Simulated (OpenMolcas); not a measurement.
Co3+ with its 6 nearest fluoride ions at 1.926 Å, on the Ga site of K2NaGaF6 (a = 8.246 Å, distance in the model lattice 1.938 Å). The rest of the host is ab initio model potentials to 7.6 Å, with orthogonalisation functions on the cations behind the ligands, and point charges beyond; the distance is set by hand and nothing relaxes. Ligand basis ANO-RCC-VDZP.
```
Co    0.0000    0.0000    0.0000
F     1.9260    0.0000    0.0000
F     0.0000    1.9260    0.0000
F    -1.9260    0.0000    0.0000
F     0.0000   -1.9260    0.0000
F     0.0000    0.0000    1.9260
F     0.0000    0.0000   -1.9260
```

```
Program             : OpenMolcas 26.06
Method              : CASSCF
Basis               : ANO-RCC-VTZP [6s5p3d2f1g]
Scalar Hamiltonian  : DKH2, point nucleus
Active space        : 6 electrons in 5 orbitals (3d)
State averaging     : 2S+1 = 5 even, 5 roots; 2S+1 = 3 even, 45 roots; 2S+1 = 1 even, 50 roots
Spin-orbit coupling : RASSI with atomic mean-field integrals over the reference wave functions
```

Problem. What is the spin-free ground state (labels of O, the rotations of Oh)?

Solution. 5T2, 3-fold in its orbital part; it has the highest spin that d6 allows.

Problem. Where is the first state of the same spin?

Solution. 5E at 10500 cm-1 above the ground state.

Problem. What are the lowest two levels with spin-orbit coupling?

Solution. A 3-fold level T2, then a 2-fold level E 270.4 cm-1 above it. Their leading multiplicities are 5 (100 %) and 5 (100 %).

Problem. What is χT at 300 K, and how does it compare with the textbook value?

Solution. The lowest level has 2S+1 = 5, for which the spin-only value is χT = S(S+1) / 2 = 3.000 cm3 K/mol (g = 2). The computed 4.170 at 300 K differs by +1.170, through orbital momentum, spin-orbit coupling and any other state in reach. With a threefold ground state the orbital momentum is unquenched, so the spin-only value is not expected to hold.

Problem. Which ligand-field parameters describe the states?

Solution. A least-squares ligand-field fit to the states below 45000 cm-1, each weighted by its degeneracy and with a free common offset, gives 10Dq = 10977 cm-1, B = 1230 cm-1 and C = 4634 cm-1 (C/B = 3.77), with an rms deviation of 189 cm-1. The same method and metal basis give the free ion B = 1344 cm-1 (fit to its terms below 60000 cm-1, rms deviation 32 cm-1), so the nephelauxetic ratio is β = 1230 / 1344 = 0.92; it hangs on how both fits weigh the states, and computed free-ion B values tend to be too large, so β mixes covalency with correlation.

An orbital triplet at a regular site is open to Jahn-Teller coupling, which can distort the site and quench the lowest spin-orbit gaps and is left out. Without dynamic correlation the repulsion within the d shell is too large (B by tens of per cent), so at a given field states of lower spin stand too high. CASSCF with metal d orbitals alone favours high spin, so a ground state of lower spin is not ruled out. Ligand-to-metal charge-transfer states are missing. With no ligand orbital active B as a rule stays too high, so bands that hang on it stand too high and its fall with covalency is understated. With metal d orbitals alone and no dynamic correlation 10Dq can be off by a tenth to a fifth, either way, in oxide and fluoride hosts. No measured value stands beside these numbers; the geometry was set by hand and not optimised.
